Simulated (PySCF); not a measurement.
# Working out the ionisation energy of Ga

Ga [Ar] 3d10 4s2 4p1 (2P) → Ga⁺ [Ar] 3d10 4s2 (1S). All numbers are calculated (PySCF 2.14, the spin-free X2C one-electron Hamiltonian (Gaussian nucleus), in cc-pVTZ-DK (6s5p3d1f, 43 functions)). Frozen: [Ar] 3d10. Energies in hartree (1 hartree = 27.21139 eV):

| part | Ga (lower) | Ga⁺ (upper) |
| --- | --- | --- |
| UHF | -1942.174282 | -1941.971459 |
| CCSD correlation | -0.046080 | -0.036439 |
| (T) | -0.000827 | 0.000000 |

Question: What does Hartree-Fock give?

Answer: (-1941.971459) − (-1942.174282) = 0.202823 hartree = 5.519 eV.

Question: What do CCSD and CCSD(T) give?

Answer: The CCSD correlation energies differ by 0.009641 hartree = 0.262 eV and the triples by 0.000827 hartree = 0.023 eV, so CCSD gives 5.781 eV and CCSD(T) 5.804 eV.

Measured between the centres of the two terms (NIST): 5.931 eV, so CCSD(T) (valence) is off by -0.127 eV.

What remains against the reference includes basis incompleteness, the frozen core and higher excitations.
